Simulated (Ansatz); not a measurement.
Relaxation of BFH6N2 (10 atoms, charge 0, multiplicity 1), to a largest force component of 0.03 eV/Å in at most 50 steps.

Theory: RKS PBE0/6-31G* in Ansatz.

```xyz
10
Properties=species:S:1:pos:R:3:forces:R:3
B 0.125 -0.206 -0.263 0.10 0.13 -0.55
F -0.045 -0.575 1.012 -0.07 -0.26 0.49
N 1.353 -0.450 -0.885 0.00 0.00 -0.02
H 2.168 -0.768 -0.381 -0.01 0.01 0.00
H 1.541 -0.145 -1.826 -0.01 -0.02 0.02
H -0.815 0.200 -0.883 -0.01 0.00 -0.01
N 0.098 2.233 1.014 -0.18 -0.52 0.50
H 0.733 2.842 1.524 -0.01 0.00 -0.01
H -0.761 2.758 0.878 0.01 0.00 0.01
H -0.136 1.449 1.648 0.17 0.67 -0.44
```

Q: Where does it end, and by what steps?

A: It converged. The force dipped under the threshold on the way, but the program's further checks kept it going. After 14 steps the energy has fallen by 0.027 eV; H8 moved furthest, 0.32 Å.

| step | energy less start (eV) | largest force component (eV/Å) | accepted |
| --- | --- | --- | --- |
| 0 | 0.0000 | 0.674 | yes |
| 1 | -0.0212 | 0.187 | yes |
| 2 | -0.0200 | 0.187 | no |
| 3 | -0.0235 | 0.059 | yes |
| 4 | -0.0240 | 0.031 | yes |
| 5 | -0.0243 | 0.191 | yes |
| 6 | -0.0254 | 0.039 | yes |
| 7 | -0.0259 | 0.022 | yes |
| 8 | -0.0257 | 0.175 | no |
| 9 | -0.0265 | 0.051 | yes |
| 10 | -0.0252 | 0.230 | no |
| 11 | -0.0267 | 0.028 | yes |
| 12 | -0.0269 | 0.027 | yes |
| 13 | -0.0269 | 0.047 | no |
| 14 | -0.0270 | 0.010 | yes |

```xyz
10
Properties=species:S:1:pos:R:3
B 0.156 -0.322 -0.372
F -0.005 -0.560 0.946
N 1.390 -0.585 -0.963
H 2.199 -0.876 -0.436
H 1.571 -0.393 -1.935
H -0.782 0.057 -1.011
N 0.049 2.481 1.137
H 0.630 3.032 1.762
H -0.864 2.929 1.128
H -0.082 1.577 1.582
```

Whether the end is a true minimum wasn't checked by a vibrational analysis.

Run time: 50 s on 1 thread of AMD EPYC 7R43 64-Core Processor (Zen 3), with other jobs on the host, peak memory 0.15 GiB.
